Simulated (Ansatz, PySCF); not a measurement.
Ways to break one bond of CB(F)F [difluoro(methyl)borane]:

A. CB(F)F → C[B]F + F atom
B. CB(F)F [difluoro(methyl)borane] -> F[B]F + [CH3] (CH3)
C. CB(F)F [difluoro(methyl)borane] → [CH2]B(F)F + H atom

Quantity: bond dissociation energy (electronic energy difference), kJ/mol. Geometries: B3LYP-D3(BJ)/def2-TZVP minima from Ansatz (a program for electronic structure), one conformer each, not searched for the lowest. Correlated levels leave the core frozen unless marked. UHF or UKS for open shells. No spin-orbit coupling. Non-relativistic. CBS(X,Y): correlation extrapolated as X^-3; Hartree-Fock from the larger set. [CCSD(T)-MP2]/basis is that difference in the basis named.

|  | revPBE-D3(BJ)/def2-TZVPD (Ansatz + dftd3) | TPSSh-D4/def2-TZVPD (PySCF + dftd4) | CCSD(T)/6-31G* (Ansatz) | RI-MP2/CBS(cc-pVTZ,cc-pVQZ)+[CCSD(T)-MP2]/cc-pVTZ (Ansatz) |
|---|---|---|---|---|
| A | 698.9 | 703.2 | 716.5 | 738.6 |
| B | 447.3 | 448.7 | 471.6 | 479.5 |
| C | 421.1 | 430.2 | 405.3 | 443.3 |
